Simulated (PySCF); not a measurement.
C2H4Cl2OSi. Atoms are numbered in the order given.

```xyz
10

C     -2.7961    -0.2941     0.0000
C     -1.5785    -0.8593     0.0000
Si    -0.0389     0.1507     0.0000
O     -0.4812     1.7408     0.0000
Cl     1.1336    -0.2785    -1.6524
Cl     1.1336    -0.2785     1.6524
H     -2.9217     0.7931     0.0000
H     -3.7118    -0.8951     0.0000
H     -1.4879    -1.9522     0.0000
H      0.2216     2.4058     0.0000
```

Geometry: TPSSh-D3(BJ)/def2-SVP. The values are those of a single conformer.

These are CAM-B3LYP/def2-TZVP (PySCF) values and carry that method's errors.

Isolated molecule, no solvent.

```
Quantity                                                                                                         Value
---------------------------------------------------------------------------------------------  -----------------------
total energy                                                                                       -1363.95052 hartree
point group                                                                                                         Cs
highest occupied level                                                                                        -9.70 eV
lowest empty level                                                                                             0.16 eV
orbital gap                                                                                                    9.86 eV
dipole moment                                                                                                   1.35 D
quadrupole, principal values (traceless, Buckingham form, about the centre of nuclear charge)  -8.43, -2.04, 10.46 D·Å
mean static polarisability                                                                       72.3 bohr³ (10.72 Å³)
polarisability, principal values                                                                61.7, 67.4, 88.0 bohr³
```
